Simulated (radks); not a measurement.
Charge is removed step by step from the 3d down level of the niobium ion Nb11+, starting from [Ar] 3d(up 5, down 5) 4s2. Method: scalar-relativistic Kohn-Sham, LDA (Slater exchange, Perdew-Wang correlation), spin-polarised, spherical densities, finite nucleus; Fermi nuclear charge, rms radius 4.324 fm; computed with a radial shooting solver on a logarithmic mesh with Libxc functionals.

| removed (e) | E - E(0) (eV) | eigenvalue (eV) | E minus straight line (eV) |
|---|---|---|---|
| 0 | 0.000 | -403.69 | 0.000 |
| 0.1 | 40.588 | -408.29 | -2.092 |
| 0.2 | 81.637 | -412.91 | -3.723 |
| 0.3 | 123.15 | -417.54 | -4.892 |
| 0.4 | 165.12 | -422.19 | -5.597 |
| 0.5 | 207.56 | -426.85 | -5.837 |
| 0.6 | 250.47 | -431.53 | -5.610 |
| 0.7 | 293.85 | -436.22 | -4.914 |
| 0.8 | 337.69 | -440.93 | -3.748 |
| 0.9 | 382.01 | -445.66 | -2.111 |
| 1 | 426.80 | -450.40 | 0.000 |

Removing the whole electron costs 426.80 eV by Delta-SCF, against 403.69 eV from minus the eigenvalue at the starting occupation. Slater's transition state (half an electron removed) gives 426.85 eV. Integrating minus the eigenvalue over the occupation (Janak's theorem) gives 426.91 eV. In this scalar-relativistic scheme the density is built from large components alone, so the theorem holds only approximately. The mean slope of the eigenvalue, de/dn, is 46.7 eV per electron.
